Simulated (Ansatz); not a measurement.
Start from `C/C(F)=C(\F)C(F)(F)F` and change one atom or group (the configuration at the double bond changes too) to get `F/C=C(\F)C(F)(F)F`.

Ansatz, PBE0-D4/def2-TZVP geometries, multiplicity 1. 

| property | `C/C(F)=C(\F)C(F)(F)F` |
| --- | --- |
| LUMO energy (B3LYP/def2-TZVPP) / eV | -0.68 |
| LUMO energy (ωB97M-V/def2-TZVPP) / eV | 1.80 |
| HOMO–LUMO gap (PBE/def2-TZVPP) / eV | 5.12 |
| size of the dipole moment (B3LYP/def2-TZVPP) / D | 2.93 |
| HOMO–LUMO gap (PBE0/def2-TZVPP) / eV | 7.47 |
| HOMO energy (PBE0/def2-TZVPP) / eV | -7.87 |

Question: Give the same properties after the change, and the shifts. (Best estimate.)

Answer: Ansatz gave: 
```json
{"property": "LUMO energy (B3LYP/def2-TZVPP) / eV", "`F/C=C(\\F)C(F)(F)F`": "-0.88", "shift": "-0.20"}
{"property": "LUMO energy (ωB97M-V/def2-TZVPP) / eV", "`F/C=C(\\F)C(F)(F)F`": "1.66", "shift": "-0.14"}
{"property": "HOMO–LUMO gap (PBE/def2-TZVPP) / eV", "`F/C=C(\\F)C(F)(F)F`": "5.37", "shift": "0.25"}
{"property": "size of the dipole moment (B3LYP/def2-TZVPP) / D", "`F/C=C(\\F)C(F)(F)F`": "1.56", "shift": "-1.37"}
{"property": "HOMO–LUMO gap (PBE0/def2-TZVPP) / eV", "`F/C=C(\\F)C(F)(F)F`": "7.77", "shift": "0.30"}
{"property": "HOMO energy (PBE0/def2-TZVPP) / eV", "`F/C=C(\\F)C(F)(F)F`": "-8.36", "shift": "-0.49"}
```

With PBE0 the HOMO falls by 0.49 eV and the LUMO falls by 0.19 eV, so the gap widens by about 0.30 eV. PBE moves the HOMO by -0.46 eV and ωB97M-V by -0.51 eV. The zero-point energy changes by -72.0 kJ/mol with -9 modes. Dipoles are sizes alone; their direction can turn.

B3LYP here is the variant with VWN-RPA as its local correlation; programs differ in this.
